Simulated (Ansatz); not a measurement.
This geometry of ClH4NSi + H2O (10 atoms, charge 0, multiplicity 1) is a first-order saddle point.

Level of theory: RKS B3LYP-D4/6-31G* in Ansatz 0.2.0.

```xyz
10
Properties=species:S:1:pos:R:3
Si 0.134 -0.147 0.138
N 0.089 -0.158 2.037
H -0.846 -0.110 2.440
H 0.660 0.570 2.467
Cl 1.931 0.401 -0.803
H -0.524 1.192 -0.031
H -0.873 -1.018 -0.534
O 1.041 -1.815 0.770
H 0.569 -2.619 0.499
H 0.625 -1.285 1.817
```

Problem. Which two structures does it join? (They come from a converged band through this point; their orientation in space is the band's.)

Solution. Bonds broken: O8–H10. Bonds formed: Si1–O8, N2–H10. ClH4NSi + H2O becomes ClH6NOSi.

First end point:

```xyz
10
Properties=species:S:1:pos:R:3
Si -0.103 0.425 0.077
N 0.071 0.016 1.763
H -0.773 -0.289 2.241
H 0.575 0.673 2.352
Cl 1.797 0.679 -0.697
H -0.811 1.703 -0.194
H -0.811 -0.693 -0.580
O 1.299 -2.606 1.107
H 0.501 -3.143 1.210
H 1.058 -1.754 1.521
```

Last end point:

```xyz
10
Properties=species:S:1:pos:R:3
Si 0.019 -0.504 0.010
N 0.515 0.010 2.115
H -0.221 -0.325 2.736
H 0.640 1.012 2.259
Cl 1.850 0.502 -0.407
H -1.103 0.434 0.274
H -0.253 -0.939 -1.404
O 0.045 -2.015 0.751
H -0.068 -2.706 0.081
H 1.381 -0.458 2.382
```

Problem. How far does it lie above each of them?

Solution. 20.8 kcal/mol above the first and 36.4 kcal/mol above the second. This is the barrier of this one path; another mechanism may lie lower. The orbitals stay closed-shell, which can raise the energy where a bond breaks towards radicals; this wasn't checked here.

The run took 6 min on 1 thread of AMD EPYC 7R43 64-Core Processor (Zen 3) (shared host), peak memory 0.18 GiB.
